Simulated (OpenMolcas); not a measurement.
Ta4+ among 3 point charges of -1 e arranged as a planar triangle (D3h).

```
Program             : OpenMolcas 26.06
Method              : SS-CASPT2, IPEA 0.25 Eh, imaginary shift 0.1 Eh (closed shells correlated: 4f 5s 5p)
Basis               : ANO-RCC-VTZP [8s7p5d3f2g1h]
Scalar Hamiltonian  : DKH2, point nucleus
Active space        : 1 electron in 5 orbitals (5d)
State averaging     : 2S+1 = 2 even, 5 roots
Spin-orbit coupling : RASSI with atomic mean-field integrals over the reference wave functions
```

All point charges move together. At R = 1.93 Å the first state of the same spin is 2700 cm-1, and at R = 2.27 Å it is 1600 cm-1.

Q: A third run gives 1990 cm-1. What distance was it run at?

A: With a power law R^-n the two known points give n = -ln(1600 / 2700) / ln(2.27 / 1.93) = 3.22. Then R = 1.93 × (2700 / 1990)^(1/3.22) = 2.122 Å. The run was at 2.12 Å, so the estimate is off by +0.002 Å.

Roots that are degenerate in the reference are averaged as groups; the widest CASPT2 spread within a group is 130 cm-1 (the 2-fold group of multiplicity 2 near 7980 cm-1 above the lowest state of its run, R = 2.27). Shifts and gaps below about the spread of the groups concerned are not significant. Free-ion shares, where given, are those of the reference states; single-state CASPT2 does not remix them. Spin-orbit coupling mixes the spin-free states strongly: the lowest level takes only 61 % from its leading state, 2A1 (figures for R = 1.93; the like holds for R = 2.12, R = 2.27). Point charges carry no covalency, so the field is a model and not that of real ligands. No measured value stands beside these numbers.
